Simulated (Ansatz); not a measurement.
Two isomers of CH8AlFSi2: A = `F[CH]([AlH2])[SiH2][SiH3]`, B = `F[CH2][Al]([SiH3])[SiH3]`.

Program: Ansatz. Geometries: PBE0-D4/def2-TZVP. ΔE: electronic, gas phase. CCSD(T)/CBS is the MP2 limit (def2-TZVPP, def2-QZVPP) plus CCSD(T) − MP2 in def2-TZVPP, frozen cores. Functionals use def2-TZVPP. B3LYP here is the variant with VWN-RPA as its local correlation; programs differ in this. One conformer a species, not always the lowest.

A:

Z-matrix (Å, degrees):
```
C
Al 1 1.977
Si 1 1.894 2 114.3
F 1 1.411 2 111.3 3 124.3
H 1 1.102 2 108.3 3 -118.0
H 2 1.587 1 116.7 3 65.2
H 2 1.582 1 120.4 3 -114.2
Si 3 2.346 1 109.6 2 -58.6
H 3 1.491 1 109.6 2 60.7
H 3 1.489 1 110.6 2 179.7
H 8 1.488 3 110.5 1 -47.6
H 8 1.488 3 109.7 1 -167.5
H 8 1.488 3 110.6 1 72.6
```

B:

Z-matrix (Å, degrees):
```
C
Al 1 1.986
F 1 1.399 2 112.0
H 1 1.099 2 111.7 3 120.9
H 1 1.099 2 111.7 3 -120.9
Si 2 2.461 1 118.0 3 180.0
Si 2 2.456 1 118.3 3 -0.1
H 6 1.491 2 113.6 1 -0.0
H 6 1.492 2 110.5 1 120.8
H 6 1.492 2 110.5 1 -120.9
H 7 1.490 2 112.5 1 179.1
H 7 1.491 2 110.5 1 -60.5
H 7 1.491 2 110.7 1 58.6
```

Which is lower in electronic energy at CCSD(T)/CBS, and by how much? (Best estimate.)

Computed: B, by 23.5 kJ/mol.

Give E(B) − E(A) in kJ/mol with HF/def2-TZVPP, B2PLYP, PBE0-D4, PBE-D4, ωB97M-V, CCSD/def2-TZVPP, B3LYP-D4. (An estimate is asked.)

The calculation gave: HF/def2-TZVPP -28.0, B2PLYP -25.5, PBE0-D4 -31.8, PBE-D4 -32.2, ωB97M-V -14.6, CCSD/def2-TZVPP -27.9, B3LYP-D4 -21.9. None reverses the order clearly.

Largest T1 diagnostic: 0.013.

The D4 term adds +8.8 kJ/mol with B3LYP and +4.4 kJ/mol with PBE0; it sums over pairs of atoms, weighted by their polarisabilities, and B3LYP, whose exchange is more repulsive, gets the larger term.
